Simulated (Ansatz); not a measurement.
A structure relaxed at B3LYP-D4/def2-SVP in Ansatz, charge 0, singlet:

Cartesian coordinates in Å:
```
B 0.812 -0.934 0.335
B -0.931 -0.582 0.663
B 0.268 0.617 0.762
B 0.877 0.458 -0.816
B -0.866 0.810 -0.488
I 0.840 1.935 2.388
H 1.630 -1.650 0.832
H -1.728 -0.971 1.464
H 1.755 1.034 -1.387
H -1.603 1.713 -0.754
H -0.313 -1.659 0.119
H -1.580 -0.341 -0.502
H -0.215 0.444 -1.619
H 1.052 -0.874 -0.997
```

Task: Give its formula, name or SMILES and point group.

Result: nido-B5H9 (I for H, site b on B) (B5H8I). Point group C4v (tolerance 0.1 Å).

Task: Summarise the bond lengths by kind (pairs closer than 1.2 times the sum of covalent radii, bridged metal pairs left out).

Result: 8 × B–B 1.70 to 1.81 Å; 1 × B–I 2.17 Å; 12 × B–H 1.19 to 1.36 Å.

In the def2 sets I takes a core potential; there is no spin–orbit coupling.
